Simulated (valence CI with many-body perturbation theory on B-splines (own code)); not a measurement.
Values are calculated unless marked as measured or tabulated.
## Tl X: input, log and results

The program does CI of the valence electrons with many-body perturbation theory for a frozen closed Dirac-Fock core.

Command, and the settings that its task file holds:

```sh
python run_cv.py task.json out
```

```
atom Tl  Z=81  mass_number=205  rms_radius_fm=5.4759
core [Xe] 4f14 5d1
valence 5d4
avg = 1
basis = S
breit = 1
cap = 10000
capref = 1200
cscale = 1
de = 0.0
dress = 0
eps = 2e-08
extrap = 1
h = 0.27
hh = 1
l2 = 3
lcore = 6
maxit = 60
n2 = 5
natural = 1
nlev = 21
nno = [3, 3, 3, 3, 1]
nroot = 26
nsp = [3, 3, 2, 2, 0]
pt2 = 1
qed = 1
rpa = 1
s1 = 1
s2 = 1
s3 = 1
screen = 1
tol = 2e-05
whole = 1
```

Q: What became of the run, and why?

A: It gave no result: the perturbation theory needs a core of closed shells. The program said: "the core must hold closed shells only".
